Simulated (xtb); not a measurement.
xtb input (GFN1-xTB):

```bash
xtb mol.xyz --gfn 1 --sp --chrg 1 --uhf 0
```
mol.xyz:
```
4

F     -1.09387531    -1.24703347     0.00576626
Ge    -0.00000000    -0.00000000     0.00000000
F      1.62656133    -0.32365871    -0.03510244
F     -0.53268602     1.57069217     0.02933618
```

Output:

```
           -------------------------------------------------
          |                Calculation Setup                |
           -------------------------------------------------

           -------------------------------------------------
          |                 G F N 1 - x T B                 |
           -------------------------------------------------

        Reference                      10.1021/acs.jctc.7b00118
      * Hamiltonian:
        H0-scaling (s, p, d)           1.850000    2.250000    2.000000
        zeta-weighting                 0.000000
      * Dispersion:
        s8                             2.400000
        a1                             0.630000
        a2                             5.000000
        s9                             0.000000
      * Repulsion:
        kExp                           1.500000
        rExp                           1.000000
      * Coulomb:
        alpha                          2.000000
        third order                    atomic
        anisotropic                    false
      * Halogen bond correction:
        rad-scale                      1.300000
        damping                        0.440000

          ...................................................
          :                      SETUP                      :
          :.................................................:
          :  # basis functions                  22          :
          :  # atomic orbitals                  21          :
          :  # shells                            9          :
          :  # electrons                        24          :
          :  # halogen bonds                     0          :
          :  max. iterations                   250          :
          :  Hamiltonian                  GFN1-xTB          :
          :  restarted?                      false          :
          :  GBSA solvation                  false          :
          :  PC potential                    false          :
          :  electronic temp.          300.0000000     K    :
          :  accuracy                    1.0000000          :
          :  -> integral cutoff          0.2500000E+02      :
          :  -> integral neglect         0.1000000E-07      :
          :  -> SCF convergence          0.1000000E-05 Eh   :
          :  -> wf. convergence          0.2000000E-04 e    :
          :  Broyden damping             0.4000000          :
          :  net charge                          1          :
          :  unpaired electrons                  0          :
          ...................................................

 iter      E             dE          RMSdq      gap      omega  full diag
   1    -16.1724345 -0.161724E+02  0.800E+00    4.23       0.0  T
   2    -15.1669622  0.100547E+01  0.928E+00    8.72       1.0  T
   3    -16.5531510 -0.138619E+01  0.222E+00    5.08       1.0  T
   4    -16.5595907 -0.643969E-02  0.619E-01    5.30       1.0  T
   5    -16.5592131  0.377577E-03  0.288E-01    5.33       1.0  T
   6    -16.5596086 -0.395480E-03  0.460E-02    5.27       1.1  T
   7    -16.5596406 -0.319302E-04  0.637E-03    5.28       7.9  T
   8    -16.5596399  0.651496E-06  0.687E-03    5.28       7.3  T
   9    -16.5596406 -0.658697E-06  0.800E-05    5.28     625.0  T
  10    -16.5596406 -0.879652E-10  0.424E-07    5.28  100000.0  T

   *** convergence criteria satisfied after 10 iterations ***

         #    Occupation            Energy/Eh            Energy/eV
      -------------------------------------------------------------
         1        2.0000           -1.1708098             -31.8594
       ...           ...                  ...                  ...
         6        2.0000           -0.8779959             -23.8915
         7        2.0000           -0.8663757             -23.5753
         8        2.0000           -0.8591012             -23.3773
         9        2.0000           -0.8591012             -23.3773
        10        2.0000           -0.8498725             -23.1262
        11        2.0000           -0.8498725             -23.1262
        12        2.0000           -0.8483385             -23.0845 (HOMO)
        13                         -0.6541595             -17.8006 (LUMO)
        14                         -0.5864499             -15.9581
        15                         -0.5599564             -15.2372
        16                         -0.5599564             -15.2372
        17                         -0.5423704             -14.7587
       ...                                ...                  ...
        21                         -0.2621918              -7.1346
      -------------------------------------------------------------
                  HL-Gap            0.1941791 Eh            5.2839 eV
             Fermi-level           -0.7512490 Eh          -20.4425 eV

 SCC (total)                   0 d,  0 h,  0 min,  0.006 sec
 SCC setup                      ...        0 min,  0.000 sec (  2.551%)
 Dispersion                     ...        0 min,  0.000 sec (  1.334%)
 classical contributions        ...        0 min,  0.000 sec (  0.661%)
 integral evaluation            ...        0 min,  0.001 sec ( 25.190%)
 iterations                     ...        0 min,  0.002 sec ( 35.057%)
 molecular gradient             ...        0 min,  0.002 sec ( 30.327%)
 printout                       ...        0 min,  0.000 sec (  4.555%)

         :::::::::::::::::::::::::::::::::::::::::::::::::::::
         ::                     SUMMARY                     ::
         :::::::::::::::::::::::::::::::::::::::::::::::::::::
         :: total energy             -16.539551683466 Eh    ::
         :: gradient norm              0.010360567541 Eh/a0 ::
         :: HOMO-LUMO gap              5.283880991503 eV    ::
         ::.................................................::
         :: SCC energy               -16.559640559621 Eh    ::
         :: -> electrostatic           0.162257648242 Eh    ::
         :: repulsion energy           0.020693836737 Eh    ::
         :: dispersion energy         -0.000604960582 Eh    ::
         :: halogen bond corr.         0.000000000000 Eh    ::
         :: add. restraining           0.000000000000 Eh    ::
         :: total charge               1.000000000000 e     ::
         :::::::::::::::::::::::::::::::::::::::::::::::::::::

           -------------------------------------------------
          |                Property Printout                |
           -------------------------------------------------

    * Orbital Energies and Occupations

         #    Occupation            Energy/Eh            Energy/eV
      -------------------------------------------------------------
         1        2.0000           -1.1708098             -31.8594
         2        2.0000           -1.1512227             -31.3264
         3        2.0000           -1.1512227             -31.3264
         4        2.0000           -0.9695285             -26.3822
         5        2.0000           -0.8779959             -23.8915
         6        2.0000           -0.8779959             -23.8915
         7        2.0000           -0.8663757             -23.5753
         8        2.0000           -0.8591012             -23.3773
         9        2.0000           -0.8591012             -23.3773
        10        2.0000           -0.8498725             -23.1262
        11        2.0000           -0.8498725             -23.1262
        12        2.0000           -0.8483385             -23.0845 (HOMO)
        13                         -0.6541595             -17.8006 (LUMO)
        14                         -0.5864499             -15.9581
        15                         -0.5599564             -15.2372
        16                         -0.5599564             -15.2372
Note: The following floating-point exceptions are signalling: IEEE_DENORMAL
normal termination of xtb
        17                         -0.5423704             -14.7587
        18                         -0.5002683             -13.6130
        19                         -0.5002683             -13.6130
        20                         -0.2621918              -7.1346
        21                         -0.2621918              -7.1346
      -------------------------------------------------------------
                  HL-Gap            0.1941791 Eh            5.2839 eV
             Fermi-level           -0.7512490 Eh          -20.4425 eV

  Mulliken/CM5 charges         n(s)   n(p)   n(d)
     1F    -0.02523 -0.03544   1.817  5.209  0.000
     2Ge    1.07570  1.10633   1.259  0.938  0.728
     3F    -0.02523 -0.03544   1.817  5.209  0.000
     4F    -0.02523 -0.03544   1.817  5.209  0.000

Wiberg/Mayer (AO) data.
largest (>0.10) Wiberg bond orders for each atom

 ---------------------------------------------------------------------------
     #   Z sym  total        # sym  WBO       # sym  WBO       # sym  WBO
 ---------------------------------------------------------------------------
     1   9 F    1.546 --     2 Ge   1.269     4 F    0.138     3 F    0.138
     2  32 Ge   3.806 --     4 F    1.269     3 F    1.269     1 F    1.269
     3   9 F    1.546 --     2 Ge   1.269     4 F    0.138     1 F    0.138
     4   9 F    1.546 --     2 Ge   1.269     3 F    0.138     1 F    0.138
 ---------------------------------------------------------------------------

Topologies differ in total number of bonds
Writing topology from bond orders to xtbtopo.mol

 dipole moment from electron density (au)
     X       Y       Z
   0.0000   0.0000   0.0000  total (Debye):    0.000

           -------------------------------------------------
          | TOTAL ENERGY              -16.539551683466 Eh   |
          | GRADIENT NORM               0.010360567541 Eh/α |
          | HOMO-LUMO GAP               5.283880991503 eV   |
           -------------------------------------------------

------------------------------------------------------------------------
------------------------------------------------------------------------
 total:
 SCF:
```
